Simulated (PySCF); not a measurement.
**Tl⁵⁵⁺ (thallium, charge +55) across methods**

[Ar] 3d8, high-spin 3F determinant. Computed with PySCF 2.14 in an even-tempered Gaussian basis (17 s from 14 bohr⁻², ratio 2.5; 13 p from 18 bohr⁻², ratio 2.5; 7 d from 18 bohr⁻², ratio 2.5; 4 f from 73 bohr⁻², ratio 2.7; 3 g from 110 bohr⁻², ratio 2.7), with scalar relativity by spin-free X2C-1e. The B2PLYP total includes its PT2 part (frozen core); its orbital energies are those of the SCF part.

```
method   E (hartree)  mean ε 3p β (eV)  mean ε 3d α (eV)  mean ε 3d β (eV)  Σ⟨r²⟩ (bohr²)   ⟨S²⟩
  PBE0     -17669.70           -6115.4           -5523.2           -5510.6         0.5352  2.000
r2SCAN     -17670.32           -6102.8           -5510.0           -5498.7         0.5351  2.000
   PBE     -17669.88           -6092.7           -5502.3           -5490.9         0.5354  2.000
  PW91     -17671.21           -6093.4           -5502.9           -5491.7         0.5353  2.000
   LDA     -17656.93           -6090.8           -5501.4           -5488.7         0.5356  2.000
   UHF  -17667.71128           -6181.0           -5583.7           -5567.7         0.5349  2.000
```

Task: Estimate the same row for B2PLYP.

Result: E (hartree) = -17669.92; mean ε 3p β (eV) = -6139.9; mean ε 3d α (eV) = -5545.8; mean ε 3d β (eV) = -5532.1; Σ⟨r²⟩ (bohr²) = 0.5351; ⟨S²⟩ = 2.000.

Spin-orbit coupling is strong in this species (close to jj coupling), so the high-spin LS determinant is a model state, not a physical level.
